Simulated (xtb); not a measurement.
C$_{2}$H$_{5}$O (SMILES [CH2]CO), doublet, at a GFN2-xTB geometry; GFN2-xTB with ALPB(dmf) in xtb 6.7.1.

xtb was given this input:
```
$ xtb mol.xyz --gfn 2 --uhf 1 --alpb dmf --json

# file mol.xyz
8

C      1.23502532     0.24455616     0.01838295
C     -0.02845231    -0.48036327     0.20825019
O     -1.17010918     0.18511102    -0.27092783
H      1.25698436     1.18291950    -0.49910586
H      2.15143949    -0.18706696     0.36554836
H     -0.01490920    -1.44991849    -0.31657984
H     -0.16026187    -0.72702926     1.28348887
H     -1.11181731     1.11504965    -0.02572778
```

The log (banner, timings and long lists left out):

```
   ID    Z sym.   atoms
    1    6 C      1, 2
    2    8 O      3
    3    1 H      4-8

           -------------------------------------------------
          |                Calculation Setup                |
           -------------------------------------------------

           -------------------------------------------------
          |                 G F N 2 - x T B                 |
           -------------------------------------------------

      * Solvation model:               ALPB
        Solvent                        dmf
        Parameter file                 internal GFN2-xTB/ALPB
        Dielectric constant                3.7000E+01
        Reference state                gsolv [1 M gas/solution]
        Free energy shift                  6.0086E-03 Eh       3.7705E+00 kcal/mol
        Temperature                        2.9815E+02 K
        Density                            9.5000E-01 kg/L
        Solvent mass                       7.3100E+01 g/mol
        Interaction kernel             P16
        Born radius scaling (c1)           1.8540E+00
        Born radii integrator          GBOBC
        Born offset                        0.0000E+00 a0       0.0000E+00 AA
        H-bond correction              true
        Ion screening                  false
        Surface tension                    1.0000E-05 Eh       1.5569E+01 dyn/cm
        Grid points                               230 per atom

          ...................................................
          :                      SETUP                      :
          :.................................................:
          :  # basis functions                  17          :
          :  # atomic orbitals                  17          :
          :  # shells                           11          :
          :  # electrons                        19          :
          :  max. iterations                   250          :
          :  Hamiltonian                  GFN2-xTB          :
          :  restarted?                      false          :
          :  GBSA solvation                   true          :
          :  PC potential                    false          :
          :  electronic temp.          300.0000000     K    :
          :  accuracy                    1.0000000          :
          :  -> integral cutoff          0.2500000E+02      :
          :  -> integral neglect         0.1000000E-07      :
          :  -> SCF convergence          0.1000000E-05 Eh   :
[...]
         :: total energy             -10.802092488705 Eh    ::
[...]

     #   Z          covCN         q      C6AA      α(0)
     1   6 C        2.832    -0.146    31.745     9.233
     2   6 C        3.673     0.088    19.345     6.303
     3   8 O        1.656    -0.482    22.497     6.403
     4   1 H        0.926     0.050     2.314     2.379
     5   1 H        0.926     0.043     2.415     2.430
     6   1 H        0.923     0.069     2.101     2.267
     7   1 H        0.921     0.045     2.378     2.412
     8   1 H        0.805     0.333     0.631     1.247

 Mol. C6AA /au·bohr⁶  :        465.352845
 Mol. C8AA /au·bohr⁸  :       9767.928593
 Mol. α(0) /au        :         32.673657

Wiberg/Mayer (AO) data.
largest (>0.10) Wiberg bond orders for each atom

 ---------------------------------------------------------------------------
     #   Z sym  total        # sym  WBO       # sym  WBO       # sym  WBO
 ---------------------------------------------------------------------------
     1   6 C    3.211 --     2 C    1.109     5 H    0.983     4 H    0.981
     2   6 C    3.959 --     1 C    1.109     3 O    1.000     6 H    0.923
                             7 H    0.921
     3   8 O    1.940 --     2 C    1.000     8 H    0.874
     4   1 H    0.997 --     1 C    0.981
     5   1 H    0.998 --     1 C    0.983
     6   1 H    0.993 --     2 C    0.923
     7   1 H    0.996 --     2 C    0.921
     8   1 H    0.889 --     3 O    0.874
 ---------------------------------------------------------------------------

Topologies differ in total number of bonds
Writing topology from bond orders to xtbtopo.mol

molecular dipole:
                 x           y           z       tot (Debye)
 q only:        0.298       0.232       0.311
   full:        0.406       0.316       0.411       1.673
molecular quadrupole (traceless):
                xx          xy          yy          xz          yz          zz
 q only:       -1.971      -1.533       2.539      -0.826      -0.206      -0.569
  q+dip:       -3.139      -1.481       3.624      -1.445      -0.436      -0.486
   full:       -3.000      -1.795       3.559      -1.278      -0.240      -0.559

           -------------------------------------------------
          | TOTAL ENERGY              -10.802092488705 Eh   |
          | GRADIENT NORM               0.002914962682 Eh/α |
          | HOMO-LUMO GAP              10.231659046941 eV   |
           -------------------------------------------------

normal termination of xtb
```
